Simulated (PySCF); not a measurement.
## Correlation energy of Br⁺ (bromine, charge +1)

[Ar] 3d10 4s2 4p4, high-spin 3P determinant. Calculation: PySCF 2.14, in aug-cc-pVQZ-DK; the spin-free X2C one-electron Hamiltonian (Gaussian nucleus). Frozen: [Ar] 3d10; 6 electrons correlated.

| level | correlation energy (mhartree) |
| --- | --- |
| CCSD | -132.73 |
| (T) | -3.97 |
| CCSD(T) | -136.70 |

Diagnostics: T1 = 0.0074, D1 = 0.0225, largest double amplitude 0.031.

Cost of the coupled-cluster step: of the order of 14 core-seconds, for 6 correlated electrons.
